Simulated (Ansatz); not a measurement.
Computed with Ansatz on PBE0-D4/def2-TZVP structures; ΔE is electronic, products minus reactants. CBS: MP2 limit from def2 TZ/QZ plus the TZ coupled-cluster correction, frozen cores. Functionals use def2-TZVPP. Each species was taken in one conformer, which may not be the lowest.

`C/C(Cl)=[CH]\[AlH2]` + `NC[SiH2]N` → `NC[SiH2][NH][AlH2]` + `C=C(C)Cl`  (ligand exchange at the Al–C bond)

`C/C(Cl)=[CH]\[AlH2]`:

Z-matrix (Å, degrees):
```
C
C 1 1.488
H 1 1.093 2 110.3
H 1 1.093 2 110.3 3 118.0
H 1 1.090 2 110.9 3 -121.0
Cl 2 1.751 1 111.7 3 -58.8
C 2 1.335 1 128.2 3 121.2
Al 7 1.934 2 125.7 1 -0.0
H 7 1.089 2 115.7 1 180.0
H 8 1.587 7 121.1 2 -0.5
H 8 1.585 7 118.3 2 179.5
```

`NC[SiH2]N`:

Z-matrix (Å, degrees):
```
C
Si 1 1.879
N 1 1.465 2 108.4
H 1 1.101 2 111.2 3 -127.1
H 1 1.095 2 106.9 3 116.8
N 2 1.717 1 106.2 3 -58.5
H 2 1.500 1 107.4 3 65.2
H 2 1.489 1 112.0 3 -177.9
H 3 1.012 1 111.3 2 174.2
H 3 1.013 1 110.5 2 -67.3
H 6 1.007 2 121.3 1 -179.0
H 6 1.010 2 115.6 1 41.2
```

`NC[SiH2][NH][AlH2]`:

Z-matrix (Å, degrees):
```
C
Si 1 1.883
N 1 1.458 2 109.2
H 1 1.102 2 109.8 3 127.1
H 1 1.096 2 107.5 3 -117.8
N 2 1.731 1 113.1 3 -173.5
H 2 1.491 1 108.1 3 -55.3
H 2 1.489 1 108.5 3 63.0
H 3 1.012 1 111.7 2 -176.3
H 3 1.012 1 110.9 2 64.2
Al 6 1.781 2 129.3 1 107.5
H 6 1.012 2 114.5 1 -73.8
H 11 1.581 6 118.1 2 -1.5
H 11 1.584 6 117.7 2 179.0
```

`C=C(C)Cl`:

Cartesian coordinates in Å:
```
C -0.087 -0.295 1.371
C 0.429 -0.073 0.173
C -0.325 0.261 -1.064
Cl 2.151 -0.164 -0.059
H 0.530 -0.534 2.226
H -1.160 -0.237 1.510
H -0.001 1.226 -1.463
H -0.143 -0.488 -1.839
H -1.394 0.304 -0.855
```

```json
{"level": "r2SCAN-D4", "ΔE (kJ/mol)": "-84.8"}
{"level": "PBE0-D4", "ΔE (kJ/mol)": "-81.7"}
{"level": "ωB97M-V", "ΔE (kJ/mol)": "-87.1"}
{"level": "PBE0", "ΔE (kJ/mol)": "-82.7"}
{"level": "MP2/def2-TZVPP", "ΔE (kJ/mol)": "-89.3"}
{"level": "SCS-MP2/def2-QZVPP", "ΔE (kJ/mol)": "-91.8"}
{"level": "HF/CBS(def2)", "ΔE (kJ/mol)": "-97.9"}
{"level": "MP2/CBS(def2)", "ΔE (kJ/mol)": "-88.3"}
```

(1) What does CCSD(T)/CBS give? (Estimate.)

Largest T1 diagnostic among the species: 0.011.

## Answers

(1) Ansatz gave: -89.7 kJ/mol. The listed levels differ from it by 4.9, 8.0, 2.6, 7.0, 0.4, -2.1, -8.2, 1.4 kJ/mol.

In def2-TZVPP, CCSD(T) changes the Hartree–Fock value by +6.1 kJ/mol (the triples alone add +1.8 kJ/mol) and MP2 by +7.4 kJ/mol.
